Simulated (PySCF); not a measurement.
## Static response to an electric field

Species: ZnMeCl, CH3ClZn (singlet state).
Structure used (PBE0-D3(BJ)/def2-SVP), in Å, numbered top down from 1:
```xyz
6
CH3ClZn angstrom
Zn    -0.008    0.009   -1.128
C      0.003    0.000    0.801
H     -0.449    0.921    1.201
H      1.033   -0.071    1.184
H     -0.567   -0.858    1.188
Cl    -0.013    0.000   -3.246
```

Level: PBE0/def2-SVPD (PySCF), static field, nuclei fixed, core orbitals frozen in the response. The polarisability tensor in these axes (au):

```
x   41.69  0.00  0.12
y    0.00 41.69 -0.02
z    0.12 -0.02 69.92
```

Task: What are the eigenvalues, a third of the trace, and Δα (Δα² = ½Σ(αi − αj)² over the three pairs)?

Result: Principal values 41.69, 41.69 and 69.92 au; mean 51.10 au = 7.57 Å³ = 8.43 × 10⁻⁴⁰ C²·m²/J; Δα = 28.24 au (55 % of the mean).

Task: What is the dipole moment, and where does it point?

Result: (0.00, 0.02, 2.63) D, 2.63 D in size, pointing from the negative to the positive side. Measured along this direction, the outermost atoms are Cl6 at the negative end and H3, H4 and H5 at the positive end.

Task: What depolarisation ratio follows for Rayleigh scattering of linearly polarised light, taking the static tensor?

Result: ρ = 3Δα²/(45ᾱ² + 4Δα²) = 2392.0/(117506 + 3189.3) = 0.0198.

Task: What are the principal values of the traceless quadrupole moment, Θ = ½Σq(3rr − r²1), about the centre of nuclear charge?

Result: -6.62, 3.31, 3.31 D·Å. The values depend on the origin, since the dipole doesn't vanish. The electronic extent ⟨r²⟩ about the same centre is 481 bohr², a root-mean-square distance of 1.55 Å for the 56 electrons.

Task: What would n − 1 = 2πNα be for an ideal gas of these molecules at 298.15 K and 1 atm, electronic part alone?

Result: N = p/kT = 2.4615 × 10¹⁹ cm⁻³, so n − 1 = 2π × N × 7.57 × 10⁻²⁴ cm³ = 1171 × 10⁻⁶ at long wavelengths.

Geometry: PBE0-D3(BJ)/def2-SVP; no solvent, vibrations or thermal averaging.
